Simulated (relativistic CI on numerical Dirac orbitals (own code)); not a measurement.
Calculated at this level of theory: Dirac-Coulomb-Breit CI, KLI orbitals optimised for each configuration, a model potential for QED, unscaled Slater integrals (own radial code, finite nucleus).

Configurations in the expansion (outside the closed core 1s2): 2s²2p⁴, 2s2p⁵, 2p⁶, 2p⁵3s, 2p⁵3p, 2p⁵3d, 2s²2p³3s, 2s²2p³3p, 2s²2p³3d, 2s2p⁴3s, 2s2p⁴3p, 2s2p⁴3d, 2s²2p³4s, 2s²2p³4p, 2s²2p³4d, 2s²2p³4f, 2s2p⁴4s, 2s2p⁴4p, 2s2p⁴4d, 2s2p⁴4f, 2s²2p²3s², 2s²2p²3s3p, 2s²2p³5s, 2s²2p³5p, 2s²2p³5d, 2s²2p³5f, 2s²2p³5g, 2s²2p²3p², 2s²2p²3s3d, 2s²2p²3p3d, 2s2p³3s², 2s²2p²3d², 2s2p³3s3p, 2s2p³3p², 2s2p³3s3d, 2s2p⁴5s. Levels of other configurations are missing.

At this charge energies of transitions that change n are usually good to better than 1 %, and those within a shell (Δn = 0) to a few per cent.

Outline of the computed level scheme of Ru XXXVII. Lowest level of each configuration: 2s²2p⁴ ³P2 at 0.00 eV; 2s2p⁵ ³P°2 at 332.84 eV; 2p⁶ ¹S0 at 734.51 eV; 2s²2p³3s ³P°2 at 2840.71 eV; 2s²2p³3p ³P1 at 2899.06 eV; 2s²2p³3d ³D°2 at 3003.04 eV.

Some strong electric-dipole decays among the lowest 45 levels: 2s²2p³3d ³D°3 → 2s²2p⁴ ³P2 (2.0e+14 s⁻¹); 2s²2p³3d ³D°1 → 2s²2p⁴ ¹S0 (1.3e+14 s⁻¹); 2s²2p³3d ³D°2 → 2s²2p⁴ ³P2 (8.9e+13 s⁻¹); 2s²2p³3d ⁵D°1 → 2s²2p⁴ ³P2 (2.6e+13 s⁻¹); 2s²2p³3s ¹D°2 → 2s²2p⁴ ¹D2 (2.0e+13 s⁻¹); 2s²2p³3s ³S°1 → 2s²2p⁴ ³P1 (1.9e+13 s⁻¹); 2s²2p³3s ³S°1 → 2s²2p⁴ ³P2 (1.9e+13 s⁻¹); 2s²2p³3s ³D°3 → 2s²2p⁴ ³P2 (1.5e+13 s⁻¹).

LS names give the leading component of a level, which can be under half, so a name can repeat, a term be missing and a line seem to break the LS rules.
